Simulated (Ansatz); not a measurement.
`FC(F)(F)c1ccc(-c2ccc(-c3ccc(-c4ccc(-c5ccc(-c6ccc(C(F)(F)F)cc6)cc5)cc4)cc3)cc2)cc1`, relaxed as a singlet with RKS PBE-D4/def2-SVP in Ansatz, starting from the GFN2-xTB geometry. Force threshold 0.03 eV/Å.

Single mean-field runs in def2-SVP are fitted with def2-universal-jkfit.

Start:

Cartesian coordinates in Å:
```
F -1.242 -11.563 8.061
C -1.287 -11.701 6.727
F -0.342 -12.601 6.407
F -2.468 -12.295 6.454
C -1.125 -10.402 5.996
C -1.456 -9.205 6.620
C -1.315 -8.017 5.930
C -0.866 -8.007 4.611
C -0.729 -6.738 3.880
C -1.244 -6.605 2.593
C -1.135 -5.408 1.914
C -0.473 -4.325 2.487
C -0.336 -3.057 1.755
C 0.910 -2.450 1.623
C 1.044 -1.268 0.922
C -0.068 -0.641 0.365
C 0.071 0.628 -0.363
C -0.814 1.680 -0.138
C -0.680 2.873 -0.818
C 0.335 3.053 -1.757
C 0.472 4.320 -2.485
C 1.730 4.833 -2.802
C 1.857 6.020 -3.493
C 0.732 6.743 -3.884
C 0.868 8.010 -4.614
C 0.044 9.093 -4.314
C 0.169 10.288 -4.995
C 1.123 10.409 -5.997
C 1.286 11.710 -6.725
F 2.241 12.485 -6.169
F 1.645 11.547 -8.009
F 0.168 12.452 -6.735
C 1.957 9.342 -6.307
C 1.826 8.153 -5.618
C -0.526 6.235 -3.564
C -0.652 5.043 -2.882
C 1.215 1.996 -1.986
C 1.089 0.807 -1.297
C -1.316 -1.242 0.513
C -1.446 -2.442 1.183
C 0.058 -4.465 3.767
C -0.086 -5.649 4.463
C -0.553 -9.218 3.996
C -0.675 -10.410 4.682
H -1.816 -9.210 7.638
H -1.576 -7.085 6.409
H -1.755 -7.440 2.136
H -1.545 -5.314 0.920
H 1.779 -2.923 2.055
H 2.018 -0.809 0.822
H -1.597 1.565 0.597
H -1.359 3.685 -0.601
H 2.618 4.308 -2.485
H 2.841 6.412 -3.709
H -0.687 9.003 -3.525
H -0.469 11.125 -4.754
H 2.697 9.447 -7.086
H 2.460 7.317 -5.873
H -1.413 6.768 -3.876
H -1.637 4.654 -2.671
H 1.991 2.098 -2.730
H 1.771 -0.006 -1.499
H -2.187 -0.772 0.078
H -2.419 -2.899 1.289
H 0.566 -3.629 4.225
H 0.326 -5.743 5.457
H -0.191 -9.220 2.978
H -0.419 -11.345 4.207
```

```tsv
step	energy (eV)	largest force component (eV/Å)	SCF passes
1	-55995.9254	0.728	21
2	-55996.4429	0.239	21
3	-55996.5055	0.056	20
4	-55996.5126	0.042	20
5	-55996.5225	0.063	19
6	-55996.5299	0.176	19
7	-55996.5377	0.097	21
8	-55996.5430	0.020	20
9	-55996.5487	0.036	20
10	-55996.5497	0.121	20
11	-55996.5547	0.044	21
12	-55996.5563	0.022	20
13	-55996.5586	0.040	19
14 (rejected)	-55996.5454	0.343	25
15 (rejected)	-55996.1414	1.191	20
16	-55996.5595	0.002	20
17	-55996.5611	0.096	20
18	-55996.5617	0.058	14
19	-55996.5629	0.029	20
```

Force components are those of the run's own axes.

End:

Cartesian coordinates in Å:
```
F -0.881 -11.822 8.107
C -1.328 -11.886 6.830
F -0.670 -12.902 6.216
F -2.638 -12.243 6.880
C -1.140 -10.583 6.095
C -0.893 -9.390 6.793
C -0.762 -8.184 6.096
C -0.877 -8.137 4.688
C -0.739 -6.858 3.952
C -1.502 -6.596 2.791
C -1.375 -5.388 2.099
C -0.474 -4.388 2.530
C -0.336 -3.110 1.794
C 0.910 -2.449 1.698
C 1.041 -1.246 1.000
C -0.070 -0.639 0.370
C 0.068 0.638 -0.367
C -0.975 1.592 -0.383
C -0.844 2.798 -1.077
C 0.335 3.110 -1.793
C 0.473 4.387 -2.530
C 1.731 5.015 -2.682
C 1.862 6.219 -3.380
C 0.740 6.857 -3.955
C 0.878 8.136 -4.692
C -0.138 9.117 -4.647
C -0.010 10.325 -5.340
C 1.144 10.580 -6.101
C 1.320 11.899 -6.810
F 2.088 12.754 -6.086
F 1.933 11.743 -8.010
F 0.136 12.519 -7.032
C 2.165 9.614 -6.162
C 2.031 8.410 -5.465
C -0.518 6.232 -3.802
C -0.648 5.026 -3.108
C 1.377 2.154 -1.777
C 1.248 0.950 -1.081
C -1.316 -1.298 0.468
C -1.446 -2.505 1.160
C 0.292 -4.653 3.689
C 0.160 -5.857 4.385
C -1.124 -9.350 4.002
C -1.253 -10.557 4.693
H -0.807 -9.409 7.889
H -0.593 -7.253 6.657
H -2.224 -7.346 2.436
H -1.975 -5.224 1.191
H 1.799 -2.900 2.164
H 2.023 -0.752 0.959
H -1.892 1.401 0.193
H -1.661 3.533 -1.033
H 2.621 4.569 -2.213
H 2.851 6.696 -3.447
H -1.036 8.940 -4.035
H -0.808 11.079 -5.292
H 3.060 9.803 -6.773
H 2.823 7.650 -5.545
H -1.408 6.682 -4.269
H -1.637 4.549 -3.044
H 2.295 2.343 -2.354
H 2.066 0.214 -1.123
H -2.199 -0.864 -0.025
H -2.435 -2.982 1.229
H 0.991 -3.889 4.062
H 0.783 -6.035 5.275
H -1.185 -9.347 2.903
H -1.428 -11.493 4.141
```

By distances, no bond broke or formed. The bond that changes most is C11–C12, from 1.39 to 1.41 Å (atoms count from 1).

The force fell under the threshold at step 8, but the optimiser went on and released 0.020 eV more. No frequencies were taken in this run, so the end may be a saddle point.

Run time 96 s (4 threads of AMD EPYC 7R13 on a shared host and a share (37 GiB) of an NVIDIA H100 80GB HBM3), peak host memory 1.2 GiB.
